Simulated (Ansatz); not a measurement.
`C=CB(Cl)Cl` + HI → `ClB(Cl)I` + `C=C` at 600 K and 1 bar (ligand exchange at a B–C bond).

Calculated with Ansatz (gas phase, PBE0-D4/def2-TZVP geometries, no zero-point term in ΔE). CCSD(T)/CBS is the MP2 limit (def2-TZVPP, def2-QZVPP) plus CCSD(T) − MP2 in def2-TZVPP, frozen cores. This one scheme is used for every species. def2 core potentials past Kr. For I outer-core shells are correlated without core-valence functions, which leaves a few kJ/mol of doubt a bond. One conformer a species, not always the lowest.

```csv
species,CCSD(T)/CBS energy (Eh),H − E (kJ/mol),S (J/(mol·K))
`C=CB(Cl)Cl`,-1022.33002,179.6,400.8
HI,-298.03592,31.6,227.0
`ClB(Cl)I`,-1241.89456,54.5,368.7
`C=C`,-78.48111,161.6,257.2
```

H − E and S are ideal-gas, rigid-rotor, harmonic terms from PBE0-D4/def2-TZVP, for one conformer and one mirror image of each species. 1 Eh = 2625.50 kJ/mol, R = 8.31446 J/(mol·K).

Question: By hand: ΔE, ΔH, ΔS and ΔG.

Answer: ΔE = (-1241.89456) + (-78.48111) − (-1022.33002) − (-298.03592) = -0.00973 Eh = -25.5 kJ/mol. Δ(H − E) = 54.5 + 161.6 − 179.6 − 31.6 = 4.9, so ΔH = -20.6 kJ/mol. ΔS = 368.7 + 257.2 − 400.8 − 227.0 = -1.9 J/(mol·K). ΔG = -20.6 − 600 × (-1.9)/1000 = -19.5 kJ/mol.

Question: By hand: the equilibrium constant, and the temperature at which ΔG would vanish if ΔH and ΔS stayed fixed.

Answer: log₁₀ K = −ΔG/(RT ln 10) = 1.7. ΔG = 0 at ΔH/ΔS = 10842 K, far beyond where these terms or the molecules hold.

The number of gas molecules stays the same, so ΔS is small and ΔH decides. A doubt of 5 kJ/mol in ΔE shifts log₁₀ K by 0.4 here. Other conformers and mirror images would add mixing entropy, several J/(mol·K) or more a flexible species. These are equilibria of isolated gas molecules and say nothing of rates. Largest T1 diagnostic: 0.012 (customary marks: 0.02 for closed shells, 0.045 for open ones).
